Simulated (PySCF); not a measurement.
**V (vanadium, neutral) across methods**

[Ar] 3d2 4s2 5s1, high-spin 4F determinant (an excited configuration). Calculation: PySCF 2.14, in aug-cc-pVTZ-DK (8s7p5d3f2g, 93 functions); scalar relativity by spin-free X2C-1e.

```
method  E (hartree)  mean ε 4s α (eV)  mean ε 4s β (eV)  mean ε 5s α (eV)  Σ⟨r²⟩ (bohr²)   ⟨S²⟩
   PBE     -948.613            -9.141            -8.598            -1.655          108.6  3.751
r2SCAN     -948.796            -9.190            -8.711            -1.644          107.8  3.757
  PBE0     -948.646            -9.927            -9.375            -1.908          110.5  3.752
   LDA     -946.622            -9.344            -8.791            -1.627          107.7  3.751
   UHF   -947.85239           -11.576           -10.857            -2.358          119.5  3.754
```

The outer electron is Rydberg-like, and this basis confines it to a smaller radius and binds it less than a complete one would.
